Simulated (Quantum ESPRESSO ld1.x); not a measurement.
Question: All-electron atom: the mercury ion Hg36+ in [Kr] 4d8 (the NIST ground configuration). Method: Dirac Kohn-Sham, PBE, spin-unpolarised, spherical densities, point nucleus; open shells are shared between the two j in proportion to 2j + 1; computed with ld1.x of Quantum ESPRESSO 7.5.

Spin-orbit splittings of the eigenvalues, e(l+1/2) - e(l-1/2), with zeta = 2 splitting/(2l+1) and mean radii in bohr:

shell  occ.  splitting (eV)  zeta (eV)  <r> j=l-1/2  <r> j=l+1/2
2p        6               ?          ?      0.05694      0.06561
3p        6           437.7      291.8       0.1694       0.1847
3d       10           93.79      37.51       0.1607       0.1654
4p        6           129.7      86.48       0.3693       0.3940
4d        8           26.92      10.77       0.3850       0.3920
5p        0           51.11      34.07       0.6680       0.7010

Estimate the 2p splitting.

Answer: 1947 eV (zeta = 1298 eV).
